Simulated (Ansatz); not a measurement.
Calculated with Ansatz (gas phase, PBE0-D4/def2-TZVP geometries, no zero-point term in ΔE). CCSD(T)/CBS is the MP2 limit (def2-TZVPP, def2-QZVPP) plus CCSD(T) − MP2 in def2-TZVPP, frozen cores. This one scheme is used for every species. DFT in def2-TZVPP. def2 core potentials past Kr. For Hf outer-core shells are correlated without core-valence functions, which leaves a few kJ/mol of doubt a bond. One conformer a species, not always the lowest.

Consider the ligand exchange at the Hf–Cl bond: `[NH2][Hf]([NH2])([NH2])[Cl]` + H–F → `[NH2][Hf]([NH2])([NH2])[F]` + HCl.

CCSD(T)/CBS gives -0.7 kcal/mol.

Task: Another level gave +0.1 kcal/mol. Which?
A. MP2/def2-TZVPP
B. revPBE-D4/def2-TZVPP
C. CAM-B3LYP/def2-TZVPP
D. BHLYP-D4/def2-TZVPP

Result: A. MP2/def2-TZVPP 0.1, revPBE-D4 -2.7, CAM-B3LYP -4.9, BHLYP-D4 -1.5 kcal/mol.

Largest T1 diagnostic among the species: 0.015.

At CCSD(T), def2-SVP lies −4.0 kcal/mol from the extrapolated value and def2-TZVPP −0.8 kcal/mol. From PBE to PBE0 (25 % exact exchange), in def2-TZVPP and without D4, ΔE moves by +1.7 kcal/mol.

CCSD(T)/CBS has its own doubt, a few kJ/mol and more with outer-core shells, so smaller differences from it don't rank the levels.
